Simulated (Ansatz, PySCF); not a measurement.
System: difluoroborinic acid, sum formula HBOF2, net charge 0, singlet state. SMILES: B(F)(O)F
Coordinates optimised at B3LYP-D3(BJ)/def2-TZVP (Ansatz, a first-principles code):
```xyz
5

B     -0.0138    -0.0173    -0.0022
F     -0.3836     1.2557     0.1315
F     -0.9587    -0.9338    -0.1214
O      1.2809    -0.3932    -0.0192
H      1.9030     0.3355     0.0731
```
Charge 0, spin multiplicity 1.

Wanted: atomisation energy (electronic, to ground-state atoms), in kcal/mol. Valence correlation only, unless marked. UHF or UKS for open shells. No spin-orbit coupling. Non-relativistic. The coupled-cluster limit lacks core correlation, which all-electron functionals hold. CBS marks a two-point X^-3 extrapolation of the correlation energy; Hartree-Fock from the larger set.

| level | program | atomisation energy (kcal/mol) |
|---|---|---|
| HF-D4/def2-TZVPD | PySCF + dftd4 | 420.7 |
| revPBE-D3(BJ)/def2-TZVPD | Ansatz + dftd3 | 548.5 |
| revPBE-D4/def2-TZVPD | Ansatz + dftd4 | 550.3 |
| M06-L-D4/def2-TZVPD | PySCF + dftd4 | 549.0 |
| PBE0-D3(BJ)/def2-TZVPD | Ansatz + dftd3 | 553.5 |
| PBE0-D4/def2-TZVPD | Ansatz + dftd4 | 553.6 |
| TPSSh/def2-TZVPD | PySCF | 544.2 |
| r2SCANh/def2-TZVPD | Ansatz | 553.6 |
| PW6B95-D4/def2-TZVPD | PySCF + dftd4 | [?] |
| HSE06-D3(BJ)/def2-TZVPD | Ansatz + dftd3 | 554.0 |
| RPA@PBE/cc-pVQZ | Ansatz | [?] |
| SCS-MP2/STO-3G | Ansatz | 462.3 |
| CCSD/aug-cc-pVDZ | Ansatz | 509.1 |
| CCSD/aug-cc-pVTZ | Ansatz | 537.2 |
| CCSD(T)/CBS(cc-pVTZ,cc-pVQZ) | Ansatz | 558.5 |

Problem. Some entries are withheld; supply them.

Solution. 
- PW6B95-D4/def2-TZVPD, atomisation energy (kcal/mol): 557.0
- RPA@PBE/cc-pVQZ, atomisation energy (kcal/mol): 516.4
